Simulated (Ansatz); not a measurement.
C2H6BrFSi can be A, `CC[SiH](F)Br`, or B, `CC(F)([SiH3])Br`.

Gas-phase electronic energies from Ansatz, PBE0-D4/def2-TZVP geometries. CCSD(T)/CBS adds triple-zeta CCSD(T) − MP2 to the extrapolated MP2 energy (def2 sets, frozen cores). Functionals use def2-TZVPP. B3LYP here is the variant with VWN-RPA as its local correlation; programs differ in this. For Br outer-core shells are correlated without core-valence functions, which leaves a few kJ/mol of doubt a bond. Scalar relativity is left out up to krypton. Each species was taken in one conformer, which may not be the lowest.

Q: Which is lower in electronic energy at CCSD(T)/CBS, and by how much? (Estimate.)

A: Computed: A, by 378.3 kJ/mol.

Q: Give E(B) − E(A) in kJ/mol with PBE0-D4, CCSD(T)/def2-TZVPP, B3LYP, ωB97M-V, HF/def2-TZVPP, PBE-D4, r2SCAN-D4. (An estimate is asked.)

A: The calculation gave: PBE0-D4 368.5, CCSD(T)/def2-TZVPP 371.3, B3LYP 369.2, ωB97M-V 372.9, HF/def2-TZVPP 394.0, PBE-D4 351.7, r2SCAN-D4 370.4. None reverses the order clearly.

Largest T1 diagnostic: 0.010.

The D4 term adds −3.6 kJ/mol with B3LYP and −1.7 kJ/mol with PBE0; it sums over pairs of atoms, weighted by their polarisabilities, and B3LYP, whose exchange is more repulsive, gets the larger term. In def2-TZVPP, CCSD(T) changes the Hartree–Fock value by −22.7 kJ/mol (the triples alone add −6.2 kJ/mol) and MP2 by −8.6 kJ/mol.
